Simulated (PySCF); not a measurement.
Coordinates in bohr (charge 0 multiplicity 5):
```
Cr    0.0000    0.0000   -0.0669
H     2.5223    0.0000    1.7243
H    -2.5223    0.0000    1.7243
```

Level of theory: PySCF, UPBE, basis Cr def2-TZVP, H def2-TZVP (no relativity, density fitting).

This geometry of CrH₂ is a stationary point at this level.

Problem. What is the point group?

Solution. C2v.

Problem. Is it a minimum?

Solution. Yes: all harmonic wavenumbers are real.

Problem. Which band is strongest in the infrared?

Solution. 1670 cm⁻¹ (b2), 206 km/mol.

Problem. Give the atomic charges and bond orders.

Solution. 
| atom | Mulliken | Löwdin | polar tensor | spin (Mulliken) | Mayer order to Cr1 |
| --- | --- | --- | --- | --- | --- |
| Cr1 | 0.27 | 0.22 | 0.66 | 4.46 | – |
| H2,3 | -0.14 | -0.11 | -0.33 | -0.23 | 0.93 |

Other isomers or separated fragments may lie lower. With open d or f shells other occupations or spin states may lie lower.
